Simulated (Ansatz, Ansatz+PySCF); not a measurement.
```
atom    x (Å)    y (Å)   z (Å)
   B   0.0000   0.0000  0.0000
   F   1.4152   0.0000  0.0000
   F  -0.7076   1.2256  0.0000
   F  -0.7076  -1.2256  0.0000
```

Basis set: def2-SVP (spherical functions). Left uncorrelated: 4 orbitals. Charge 0, multiplicity 1.

Computed with Ansatz (development build ahead of 0.2.0); each method stands on the lowest determinant of its kind that the runs found. Restricted open shells among the atoms or ions are ROHF, correlated in semicanonical orbitals with singles.

The atomization energy at this shape (free ground-state atoms in the same class of orbitals less the molecule, no zero-point energy) of singlet BF₃:

```json
{"method": "RHF-CCSD(T)", "atomization energy": "436.50 kcal/mol"}
{"method": "RHF-CCSD", "atomization energy": "431.60 kcal/mol"}
{"method": "RHF-MP2", "atomization energy": "462.57 kcal/mol"}
{"method": "UHF", "atomization energy": "342.76 kcal/mol"}
```

Question: What does RHF give?

Answer: 351.36 kcal/mol. Caution: the shape is not the minimum.
